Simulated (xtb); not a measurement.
xtb input file for Al(F)(OMe)(SH) (CH₄AlFOS), SMILES C[O][Al]([F])[SH], GFN2-xTB. 

```
$ xtb mol.xyz --gfn 2 --sp --chrg 0 --uhf 0 --json
$ cat mol.xyz
9

Al    -0.34108028     0.19903737     0.10300036
F     -1.77770670     0.95709876     0.41705853
O     -0.15498919    -0.80712235    -1.17339335
C     -0.00633396    -1.65603632    -2.27708038
H     -0.30386481    -2.66992735    -2.00315512
H     -0.63414419    -1.30847459    -3.09970171
H      1.03743775    -1.66227485    -2.59769465
S      1.31490069     0.58882479     1.46594614
H      0.57348116     1.41130208     2.20251102
```

Log of the run:

```
[banner left out]
          |                Calculation Setup                |
           -------------------------------------------------



           -------------------------------------------------
          |                 G F N 2 - x T B                 |
           -------------------------------------------------

        Reference                      10.1021/acs.jctc.8b01176
      * Hamiltonian:
        H0-scaling (s, p, d)           1.850000    2.230000    2.230000
        zeta-weighting                 0.500000
      * Dispersion:
        s8                             2.700000
        a1                             0.520000
        a2                             5.000000
        s9                             5.000000
      * Repulsion:
        kExp                           1.500000    1.000000
        rExp                           1.000000
      * Coulomb:
        alpha                          2.000000
        third order                    shell-resolved
        anisotropic                    true
        a3                             3.000000
        a5                             4.000000
        cn-shift                       1.200000
        cn-exp                         4.000000
        max-rad                        5.000000


          ...................................................
          :                      SETUP                      :
          :.................................................:
          :  # basis functions                  36          :
          :  # atomic orbitals                  34          :
          :  # shells                           16          :
          :  # electrons                        30          :
          :  max. iterations                   250          :
          :  Hamiltonian                  GFN2-xTB          :
          :  restarted?                      false          :
          :  GBSA solvation                  false          :
          :  PC potential                    false          :
          :  electronic temp.          300.0000000     K    :
          :  accuracy                    1.0000000          :
          :  -> integral cutoff          0.2500000E+02      :
          :  -> integral neglect         0.1000000E-07      :
          :  -> SCF convergence          0.1000000E-05 Eh   :
          :  -> wf. convergence          0.1000000E-03 e    :
          :  Broyden damping             0.4000000          :
          :  net charge                          0          :
          :  unpaired electrons                  0          :
          ...................................................

 iter      E             dE          RMSdq      gap      omega  full diag
   1    -17.5092942 -0.175093E+02  0.119E+01    4.63       0.0  T
   2    -17.5676437 -0.583495E-01  0.648E+00    3.63       1.0  T
   3    -17.5726557 -0.501196E-02  0.300E+00    3.61       1.0  T
   4    -17.5774119 -0.475616E-02  0.944E-01    3.41       1.0  T
   5    -17.5769192  0.492622E-03  0.676E-01    3.66       1.0  T
   6    -17.5779838 -0.106460E-02  0.232E-01    3.48       1.0  T
   7    -17.5780705 -0.867077E-04  0.129E-01    3.51       1.0  T
   8    -17.5780796 -0.902283E-05  0.411E-02    3.52       1.0  T
   9    -17.5780808 -0.124867E-05  0.181E-02    3.52       1.8  T
  10    -17.5780808  0.133477E-07  0.754E-03    3.52       4.4  T
  11    -17.5780810 -0.190358E-06  0.216E-03    3.52      15.4  T
  12    -17.5780810 -0.180005E-07  0.149E-03    3.52      22.4  T
  13    -17.5780810 -0.664346E-08  0.404E-04    3.52      82.6  T
  14    -17.5780810 -0.452829E-10  0.306E-05    3.52    1088.8  T

   *** convergence criteria satisfied after 14 iterations ***

         #    Occupation            Energy/Eh            Energy/eV
      -------------------------------------------------------------
         1        2.0000           -0.8036521             -21.8685
       ...           ...                  ...                  ...
         9        2.0000           -0.5107262             -13.8976
        10        2.0000           -0.5051061             -13.7446
        11        2.0000           -0.4993822             -13.5889
        12        2.0000           -0.4436346             -12.0719
        13        2.0000           -0.4425293             -12.0418
        14        2.0000           -0.4365558             -11.8793
        15        2.0000           -0.4074705             -11.0878 (HOMO)
        16                         -0.2781665              -7.5693 (LUMO)
        17                         -0.1684037              -4.5825
        18                         -0.1468877              -3.9970
        19                         -0.0908576              -2.4724
        20                         -0.0586011              -1.5946
       ...                                ...                  ...
        34                          1.1221536              30.5354
      -------------------------------------------------------------
                  HL-Gap            0.1293040 Eh            3.5185 eV
             Fermi-level           -0.3428185 Eh           -9.3286 eV

 SCC (total)                   0 d,  0 h,  0 min,  0.009 sec
 SCC setup                      ...        0 min,  0.000 sec (  1.139%)
 Dispersion                     ...        0 min,  0.000 sec (  0.510%)
 classical contributions        ...        0 min,  0.000 sec (  0.210%)
 integral evaluation            ...        0 min,  0.001 sec ( 14.952%)
 iterations                     ...        0 min,  0.005 sec ( 53.408%)
 molecular gradient             ...        0 min,  0.002 sec ( 27.860%)
 printout                       ...        0 min,  0.000 sec (  1.765%)

         :::::::::::::::::::::::::::::::::::::::::::::::::::::
         ::                     SUMMARY                     ::
         :::::::::::::::::::::::::::::::::::::::::::::::::::::
         :: total energy             -17.467505389243 Eh    ::
         :: gradient norm              0.000283007536 Eh/a0 ::
         :: HOMO-LUMO gap              3.518539865437 eV    ::
         ::.................................................::
         :: SCC energy               -17.578077612321 Eh    ::
         :: -> isotropic ES            0.073110157301 Eh    ::
         :: -> anisotropic ES          0.002072941376 Eh    ::
         :: -> anisotropic XC         -0.000624284561 Eh    ::
         :: -> dispersion             -0.004352697844 Eh    ::
         :: repulsion energy           0.110572223077 Eh    ::
         :: add. restraining           0.000000000000 Eh    ::
         :: total charge              -0.000000000000 e     ::
         :::::::::::::::::::::::::::::::::::::::::::::::::::::

           -------------------------------------------------
          |                Property Printout                |
           -------------------------------------------------

    * Orbital Energies and Occupations

         #    Occupation            Energy/Eh            Energy/eV
      -------------------------------------------------------------
         1        2.0000           -0.8036521             -21.8685
       ...           ...                  ...                  ...
         3        2.0000           -0.6956234             -18.9289
         4        2.0000           -0.6316613             -17.1884
         5        2.0000           -0.5568056             -15.1515
         6        2.0000           -0.5411860             -14.7264
         7        2.0000           -0.5408234             -14.7166
         8        2.0000           -0.5119251             -13.9302
         9        2.0000           -0.5107262             -13.8976
        10        2.0000           -0.5051061             -13.7446
        11        2.0000           -0.4993822             -13.5889
        12        2.0000           -0.4436346             -12.0719
        13        2.0000           -0.4425293             -12.0418
        14        2.0000           -0.4365558             -11.8793
        15        2.0000           -0.4074705             -11.0878 (HOMO)
        16                         -0.2781665              -7.5693 (LUMO)
        17                         -0.1684037              -4.5825
        18                         -0.1468877              -3.9970
        19                         -0.0908576              -2.4724
        20                         -0.0586011              -1.5946
        21                         -0.0440535              -1.1988
        22                         -0.0366305              -0.9968
        23                          0.0148700               0.4046
        24                          0.0330329               0.8989
        25                          0.0635675               1.7298
        26                          0.0898169               2.4440
       ...                                ...                  ...
        34                          1.1221536              30.5354
      -------------------------------------------------------------
                  HL-Gap            0.1293040 Eh            3.5185 eV
             Fermi-level           -0.3428185 Eh           -9.3286 eV

     #   Z          covCN         q      C6AA      α(0)
     1  13 Al       2.258     0.459   114.293    23.432
     2   9 F        0.672    -0.266    11.955     4.082
     3   8 O        1.586    -0.339    19.744     5.996
     4   6 C        3.634     0.044    20.211     6.470
     5   1 H        0.924     0.051     2.313     2.378
     6   1 H        0.924     0.050     2.314     2.379
     7   1 H        0.924     0.052     2.301     2.372
     8  16 S        1.763    -0.242   151.400    20.711
     9   1 H        0.923     0.191     1.143     1.672

 Mol. C6AA /au·bohr⁶  :       1622.756454
 Mol. C8AA /au·bohr⁸  :      69648.345696
 Mol. α(0) /au        :         69.491543


Wiberg/Mayer (AO) data.
largest (>0.10) Wiberg bond orders for each atom

 ---------------------------------------------------------------------------
     #   Z sym  total        # sym  WBO       # sym  WBO       # sym  WBO
 ---------------------------------------------------------------------------
     1  13 Al   3.880 --     3 O    1.349     8 S    1.232     2 F    1.197
     2   9 F    1.290 --     1 Al   1.197
     3   8 O    2.407 --     1 Al   1.349     4 C    0.959
     4   6 C    3.939 --     6 H    0.981     7 H    0.980     5 H    0.980
                             3 O    0.959
     5   1 H    0.997 --     4 C    0.980
     6   1 H    0.997 --     4 C    0.981
     7   1 H    0.997 --     4 C    0.980
     8  16 S    2.258 --     1 Al   1.232     9 H    0.903
     9   1 H    0.963 --     8 S    0.903
 ---------------------------------------------------------------------------

Topologies differ in total number of bonds
Writing topology from bond orders to xtbtopo.mol

molecular dipole:
                 x           y           z       tot (Debye)
 q only:        0.313      -0.229      -0.172
   full:        0.032      -0.266      -0.360       1.141
molecular quadrupole (traceless):
                xx          xy          yy          xz          yz          zz
 q only:       -6.901       1.824       1.835      -0.608       4.459       5.066
  q+dip:       -7.677       1.356       3.047      -2.442       3.659       4.631
   full:       -9.080       2.195       3.924      -2.845       2.951       5.156


           -------------------------------------------------
          | TOTAL ENERGY              -17.467505389243 Eh   |
          | GRADIENT NORM               0.000283007536 Eh/α |
          | HOMO-LUMO GAP               3.518539865437 eV   |
           -------------------------------------------------

------------------------------------------------------------------------
Note: The following floating-point exceptions are signalling: IEEE_UNDERFLOW_FLAG IEEE_DENORMAL
normal termination of xtb
------------------------------------------------------------------------
 total:
 SCF:
```

The run converged.
